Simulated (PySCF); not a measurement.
Computed shifts of a molecule C5H7FO, PBE0/pcSseg-1 (PySCF), GIAO, gas phase, equivalent atoms averaged, in ppm (number of nuclei): ¹³C: 154.3 (1), 151.5 (1), 119.5 (1), 54.5 (1), 47.3 (1). ¹⁹F: -133.5 (1). ¹H: 7.04 (1), 6.78 (1), 3.61 (3), 3.42 (1), 3.20 (1). References: ¹³C against TMS (σ = 186.3 ppm); ¹⁷O against H2O (σ = 334.2 ppm); ¹⁹F against CFCl3 (σ = 167.2 ppm); ¹H against TMS (σ = 31.56 ppm), references at their B3LYP-D3(BJ)/def2-TZVP geometries, non-relativistic. The structure is a stationary point at B3LYP-D3(BJ)/def2-SVP. The values are those of a single conformer.

Task: Identify the compound among the candidates.
(A) CO[C@]1(F)C=CC1
(B) C[C@@H]1OCC=C1F
(C) FC1=CCCOC1
(D) CC1(C)OC=C1F

Result: A, CO[C@]1(F)C=CC1
